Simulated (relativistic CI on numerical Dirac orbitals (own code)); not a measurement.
## d1 to d9 in one octahedral field

Computed with a parametric ligand-field model without spin-orbit coupling, by exact diagonalisation: B = 750, C = 3250, 10Dq = 29200 cm⁻¹ (Oh; |10Dq|/B = 38.9) for every shell. Energies in cm⁻¹; the field energy is (0.6 n_e − 0.4 n_t2) × 10Dq of the ground term; g labels are left out.

```tsv
Shell	Ground term	Electrons in e	Field energy	First spin-allowed bands	Lowest term of other spin
d1	2T2	0.000	-11680	2E 29200	
d2	3T1	0.015	-22923	3T2 27505, 3T1 37059	1T2 11319
d3	4A2	0.000	-35040	4T2 29200, 4T1 37332	2E 15530
d4	3T1	0.024	-46026	3E 26221, 3T1 27046	5E 9403
d5	2T2	0.043	-57133	2A2 25244, 2T1 25504	4T1 13949
d6	1A1	0.033	-69116	1T1 26978, 1T2 37203	3T1 20053
d7	2E	1.023	-51882	2T1 26792, 2T2 27558	4T1 13575
d8	3A2	2.000	-35040	3T2 29200, 3T1 37332	1E 12386
d9	2E	3.000	-17520	2T2 29200
```

Low spin: d4, d5, d6, d7; the other shells keep the spin of the free ion. Only d4 to d7 can choose; the field needed to pair spins is smallest for d6 and largest for d5, which loses most exchange energy. In the strong-field picture 10Dq must exceed about 6B + 5C = 20750 (d4), 7.5B + 5C = 21875 (d5), 2.5B + 4C = 14875 (d6) and 4B + 4C = 16000 (d7); mixing of terms shifts these bounds somewhat.
